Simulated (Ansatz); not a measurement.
Relaxation of CH₆INSSi (11 atoms, charge 0, multiplicity 1), to a largest force component of 0.015 eV/Å in at most 40 steps.

All numbers below come from RKS r2SCAN-D4/def2-SVP (Ansatz 0.2.0).

```xyz
11
Properties=species:S:1:pos:R:3
C -1.136 0.851 -0.334
Si 0.337 0.098 0.282
N 0.042 -0.712 1.737
S 1.842 1.488 0.747
I 1.232 -1.538 -1.272
H -1.001 1.459 -1.278
H -1.569 1.612 0.379
H -1.929 0.176 -0.561
H -0.402 -1.581 1.517
H 0.993 -1.015 2.100
H 1.121 2.168 1.721
```

Problem. Where does it end, and by what steps?

Solution. The run converged. After 10 steps the energy has fallen by 0.529 eV; H9 moved furthest, 0.47 Å.

```json
{"step": "0", "energy less start (eV)": "0.0000", "largest force component (eV/Å)": "3.091", "accepted": "yes"}
{"step": "1", "energy less start (eV)": "-0.3733", "largest force component (eV/Å)": "1.251", "accepted": "yes"}
{"step": "2", "energy less start (eV)": "-0.4626", "largest force component (eV/Å)": "0.746", "accepted": "yes"}
{"step": "3", "energy less start (eV)": "-0.4950", "largest force component (eV/Å)": "0.587", "accepted": "yes"}
{"step": "4", "energy less start (eV)": "-0.4644", "largest force component (eV/Å)": "1.477", "accepted": "no"}
{"step": "5", "energy less start (eV)": "-0.5229", "largest force component (eV/Å)": "0.315", "accepted": "yes"}
{"step": "6", "energy less start (eV)": "-0.5261", "largest force component (eV/Å)": "0.179", "accepted": "yes"}
{"step": "7", "energy less start (eV)": "-0.5280", "largest force component (eV/Å)": "0.047", "accepted": "yes"}
{"step": "8", "energy less start (eV)": "-0.5285", "largest force component (eV/Å)": "0.022", "accepted": "yes"}
{"step": "9", "energy less start (eV)": "-0.5287", "largest force component (eV/Å)": "0.018", "accepted": "yes"}
{"step": "10", "energy less start (eV)": "-0.5287", "largest force component (eV/Å)": "0.001", "accepted": "yes"}
```

```xyz
11
Properties=species:S:1:pos:R:3
C -1.194 0.824 -0.362
Si 0.407 0.115 0.276
N 0.094 -0.733 1.739
S 1.949 1.558 0.661
I 1.382 -1.258 -1.565
H -1.021 1.391 -1.289
H -1.634 1.500 0.390
H -1.918 0.023 -0.581
H -0.712 -1.352 1.786
H 0.879 -1.133 2.249
H 1.299 2.070 1.734
```

Run time: 59 s on 2 threads of AMD EPYC 7R43 64-Core Processor (Zen 3), on a shared host, peak memory 0.22 GiB.
